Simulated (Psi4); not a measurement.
indium atom (In), doublet (core potentials on In); SVWN/def2-QZVPP (Psi4).

Input for Psi4:
```
memory 2 GB

molecule mol {
0 2
  In    0.000000    0.000000    0.000000
}

set basis def2-qzvpp
set reference uks

energy('svwn')
print_variables()
```

It wrote (shortened):

```
   => Loading Basis Set <=

    Name: DEF2-QZVPP
    Role: ORBITAL
    Keyword: BASIS

    !!!  WARNING: ECP capability is in beta. Please check occupations closely.  !!!

         ---------------------------------------------------------
                                   SCF
               by Justin Turney, Rob Parrish, Andy Simmonett
                          and Daniel G. A. Smith
                              UKS Reference
         ---------------------------------------------------------

  ==> Geometry <==

    Molecular point group: d2h
    Geometry (in Angstrom), charge = 0, multiplicity = 2:

       Center              X                  Y                   Z               Mass
    ------------   -----------------  -----------------  -----------------  -----------------
         IN           0.000000000000     0.000000000000     0.000000000000   114.903878776000

  Running in d2h symmetry.

  Rotational constants: A = ************  B = ************  C = ************ [cm^-1]
  Rotational constants: A = ************  B = ************  C = ************ [MHz]
  Nuclear repulsion =    0.000000000000000

  Charge       = 0
  Multiplicity = 2
  Electrons    = 21
  Nalpha       = 11
  Nbeta        = 10

  ==> Algorithm <==

  SCF Algorithm Type is DF.
  DIIS enabled.
  MOM disabled.
  Fractional occupation disabled.
  Guess Type is CORE.
  Energy threshold   = 1.00e-06
  Density threshold  = 1.00e-06
  Integral threshold = 1.00e-12

  ==> Primary Basis <==

  Basis Set: DEF2-QZVPP
    Blend: DEF2-QZVPP
    Number of shells: 22
    Number of basis functions: 82
    Number of Cartesian functions: 104
    Spherical Harmonics?: true
    Max angular momentum: 4

  Core potential: DEF2-QZVPP
    Number of shells: 4
    Number of ECP primitives: 18
    Number of ECP core electrons: 28
    Max angular momentum: 3

  ==> DFT Potential <==

   => LibXC <=

    Version 7.1.2
    S. Lehtola, C. Steigemann, M. J. T. Oliveira, and M. A. L. Marques,  SoftwareX 7, 1–5 (2018) (10.1016/j.softx.2017.11.002)

   => Composite Functional: SVWN <=

    Slater exchange
    Vosko, Wilk & Nusair (VWN5_RPA)
    P. A. M. Dirac,  Math. Proc. Cambridge Philos. Soc. 26, 376 (1930) (10.1017/S0305004100016108)
    F. Bloch,  Z. Phys. 57, 545 (1929) (10.1007/BF01340281)
    S. H. Vosko, L. Wilk, and M. Nusair,  Can. J. Phys. 58, 1200 (1980) (10.1139/p80-159)

    Deriv               =              1
    GGA                 =          FALSE
    Meta                =          FALSE

[...]
   @S   Expected:                5.000000000E-01
   @S   Observed:                5.000000000E-01

    Orbital Energies [Eh]
    ---------------------

    Alpha Occupied:

[...]
    Alpha Virtual:

[...]
    Beta Occupied:

[...]
       4Ag    -0.321135

    Beta Virtual:

[...]
    Final Occupation by Irrep:
             Ag   B1g   B2g   B3g    Au   B1u   B2u   B3u
    DOCC [     4,    1,    1,    1,    0,    1,    1,    1 ]
    SOCC [     0,    0,    0,    0,    0,    0,    0,    1 ]
    NA   [     4,    1,    1,    1,    0,    1,    1,    2 ]
    NB   [     4,    1,    1,    1,    0,    1,    1,    1 ]

  @DF-UKS Final Energy:  -190.21006521736842

   => Energetics <=

    Nuclear Repulsion Energy =              0.0000000000000000
    One-Electron Energy =                -334.5845520115497607
    Two-Electron Energy =                 161.1038986813844645
    DFT Exchange-Correlation Energy =     -16.7294118872031277
    Empirical Dispersion Energy =           0.0000000000000000
    VV10 Nonlocal Energy =                  0.0000000000000000
    Total Energy =                       -190.2100652173684239

  UHF NO Occupations:
  HONO-2 :    1B2g 1.9999839
  HONO-1 :    4 Ag 1.9996468
  HONO-0 :    2B3u 1.0000000
  LUNO+0 :    5 Ag 0.0003532
  LUNO+1 :    2B2g 0.0000161
  LUNO+2 :    2B1g 0.0000161
  LUNO+3 :    6 Ag 0.0000077

Computation Completed

Properties will be evaluated at   0.000000,   0.000000,   0.000000 [a0]

Properties computed using the SCF density matrix

 Multipole Moments:

 ------------------------------------------------------------------------------------
     Multipole            Electronic (a.u.)      Nuclear  (a.u.)        Total (a.u.)
 ------------------------------------------------------------------------------------

 L = 1.  Multiply by 2.5417464519 to convert [e a0] to [Debye]
 Dipole X            :          0.0000000            0.0000000            0.0000000
 Dipole Y            :          0.0000000            0.0000000            0.0000000
 Dipole Z            :          0.0000000            0.0000000            0.0000000
 Magnitude           :                                                    0.0000000

 ------------------------------------------------------------------------------------

  Variable Map:
  ----------------------------------------------------------------------------
[...]
  Array Variable Map:
  ----------------------------------------------------------------------------
[...]
[...]
```
